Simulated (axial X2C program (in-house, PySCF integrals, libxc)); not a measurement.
The numbers below are computed, except where a source is named.
# CuNC⁺: input and output of an open-shell CI run

Program: an axial X2C code built on PySCF integrals.

Input and command:
```json
{"zs": [29, 7, 6], "q": 1, "bas": ["dyall-v3z", "dyall-v3z", "dyall-v3z"], "r0": 1.83, "metal": 0, "shells": [[2, [0, 1, 2], 8], [0, [0], 1], [1, [1], 0]], "fix": 0, "emax": 3.2, "nroots": 4, "r2": 1.17}
```
```bash
python soci.py task.json out
```

Keys: zs atomic numbers; q charge; bas basis sets; r0 starting distance in Å; metal index of the metal atom; shells open shells as [l, |m| values, electrons]; fix electron count of the first shell held; emax energy window in eV; nroots roots for each Ω; r2 second bond in Å, held.

Output at Cu–N–C held linear, bonds 1.764 and 1.170 Å (the second held):

```
average of configuration d8 s1 p(π)0
basis functions 188  fitting functions 1103
iter      average energy  largest gradient
   1      -1741.960368148   5.40e+00
   2      -1743.498462995   2.95e+00
   3      -1744.301089688   1.84e+00
   4      -1744.499443790   5.31e-01
   5      -1744.523858820   9.63e-02
   6      -1744.525497642   2.15e-02
   7      -1744.526471781   1.26e-02
   8      -1744.526530487   3.19e-03
   9      -1744.526538218   1.30e-03
  10      -1744.526539599   5.05e-04
  11      -1744.526539901   2.18e-04
  12      -1744.526539972   2.49e-05
  13      -1744.526539991   2.08e-05
  14      -1744.526539994   1.01e-05
converged
CI levels
2*Omega        energy/Eh    cm-1   g(par)  dipole/D  leading shell counts
    5     -1744.67587875        0   6.002   -3.909  {'9 0 0': 0.916, '8 1 0': 0.07}
    3     -1744.67026898     1231   2.050   -3.901  {'9 0 0': 0.917, '8 1 0': 0.069}
    1     -1744.66296572     2834   1.919   -3.549  {'9 0 0': 0.972}
    3     -1744.63967616     7946   3.952   -2.781  {'9 0 0': 0.899, '8 1 0': 0.091}
    1     -1744.63336055     9332   0.081   -2.682  {'9 0 0': 0.892, '8 1 0': 0.098}
    5     -1744.60519337    15514   7.332   -0.780  {'8 1 0': 0.998}
    3     -1744.60470950    15620   3.645   -0.655  {'8 1 0': 0.998}
    1     -1744.60357413    15869   0.432   -0.479  {'8 1 0': 0.998}
    7     -1744.60309913    15973   9.972   -1.417  {'8 1 0': 0.998}
    1     -1744.60000970    16651   3.120   -0.439  {'8 1 0': 0.997}
    5     -1744.59851039    16980   6.622   -1.055  {'8 1 0': 0.997}
    3     -1744.59632639    17460   2.654   -1.089  {'8 1 0': 0.997}
    9     -1744.58765516    19363  12.006   -0.819  {'8 1 0': 0.998}
    7     -1744.58393221    20180   8.031   -0.802  {'8 1 0': 0.998}
    5     -1744.58012752    21015   4.052   -0.785  {'8 1 0': 0.998}
    7     -1744.56318483    24733   8.007   -0.852  {'8 1 0': 0.997}
```

Dipoles in the output refer to the first atom as origin, so for this ion they depend on that choice.

There is no dynamic correlation: spin–orbit spacings and, for f shells, spacings inside one term are the most reliable numbers, splittings between terms come out too wide, and energies between configurations are not reliable, so the lowest level need not be the ground state of the molecule. The lowest levels belong to d9, not to the averaged configuration, so orbitals and distance suit them less well. For d shells the ligand-field splittings (σ, π, δ) and their order can be off by a thousand cm⁻¹ or more. At most 4 roots were kept for each Ω > 0 (twice that for Ω = 0) within 3.2 eV of the lowest, so higher up levels can be missing between those listed; levels with Ω > 0 are doubly degenerate and listed once, Ω = 0 levels singly. States that fill the shells left empty in the average are placed too high. The molecule was held linear; bending was not examined.
